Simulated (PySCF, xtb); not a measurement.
H3S, SMILES [SH3+], charge +1.

Geometry: B3LYP-D3(BJ)/def2-TZVPD. The isomer is the one that the SMILES or the coordinates give; other isomers of the formula were not compared.

Computed with PySCF with C-PCM-ωB97X/def2-TZVPD.

The values are the electrostatic part of the solvation free energy, E(continuum) − E(gas) at the gas-phase geometry, in a cavity of scaled van der Waals radii (PySCF's table); cavitation and dispersion terms are not included. In vacuum the orbital gap is 15.92 eV.

| solvent | ε | ΔG(elec) (kcal/mol) | gap (eV) |
|---|---|---|---|
| water | 78.36 | -75.9 | 15.87 |
| acetonitrile | 35.69 | -74.7 | 15.88 |
| methanol | 32.61 | -74.5 | 15.88 |

For comparison, GFN2-xTB/ALPB(water) (xtb, at the GFN2-xTB geometry, all terms of that model) gives -81.4 kcal/mol.
